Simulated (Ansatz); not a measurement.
Basis-set extrapolation for `FCO[SiH2][SiH3]` (PBE0-D4/def2-TZVP geometry, frozen core, the Gaussian-basis code of Ansatz). Multiplicity 1, RHF reference.

|  | def2-TZVPP | def2-QZVPP |
| --- | --- | --- |
| HF | -794.252802 | -794.280850 |
| MP2 correlation | -0.903743 | -0.976948 |
| CCSD(T) correlation | -0.989003 | not run |

Energies in hartree. Use E(X) = E(∞) + A·exp(−7.88·√X) for Hartree–Fock and E(X) = E(∞) + B·X^(−2.97) for correlation, with X = 3 and 4, and add CCSD(T) minus MP2 of the smaller set to the MP2 limit.

Question: What is the CCSD(T) energy at the basis-set limit?

Answer: HF limit: -794.280850 + (-0.028048) × 0.13774 = -794.28471. MP2 limit: -0.976948 + (-0.073205) × 0.74074 = -1.03117. Higher-order term: -0.989003 − (-0.903743) = -0.08526. Total: -795.40114 hartree, 418.3 kJ/mol below CCSD(T)/def2-TZVPP.
